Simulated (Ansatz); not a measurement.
```yaml
crystal:
  periodic: [false, false, false]
  atoms:
    - {symbol: Sr, position_ang: [1.748652, -0.677970, 0.078396]}
    - {symbol: Sr, position_ang: [-1.417185, 1.165881, 0.615977]}
    - {symbol: S, position_ang: [1.202273, 1.414717, 1.723266]}
    - {symbol: S, position_ang: [-0.876880, -1.513732, -0.265225]}
    - {symbol: S, position_ang: [-0.516446, -0.189156, -1.691415]}
basis:
  gaussian: {orbitals: def2-TZVP}
hamiltonian: {xc: {name: B3LYP}}
scf: {omitted_lower_state_checks: [starts]}
```

```sh
$ ansatz run in.yaml --threads 4 --pin off --events-out ev --progress --plain --max-ram 4787MiB
```

It prints (some lines left out):

```
Functional definition: B3LYP
1439 factors; their error is unknown
mean field evaluation 1: about -34178.8443 eV, gradient 4.8e1 eV
mean field evaluation 2: about -34100.7756 eV, gradient 1.2e2 eV
mean field evaluation 4: about -34186.0239 eV, gradient 8.9e0 eV
mean field evaluation 8: about -34186.2628 eV, gradient 8.0e-2 eV
mean field evaluation 16: about -34186.3202 eV, gradient 9.1e-5 eV
mean field -34186.32015653 eV, -1256.3240934326 hartree, gradient 2.5e-5 eV, S^2 0.000000; 0 other end points of the search recorded, 0 dependent functions left out
reference -34186.32042584 eV, -1256.3241033292 hartree; 34, 34 occupied and 143, 143 virtual orbitals, 1439 factors
Total energy: -34186.32042584 eV, -1256.3241033292 hartree
Checks for a lower state left out: starts
```

Hardware: 4 threads of Arm Neoverse V2 on a shared host. Wall time 2.7 s.

In the def2 sets Sr takes a core potential; there is no spin–orbit coupling. B3LYP takes the VWN-RPA correlation.
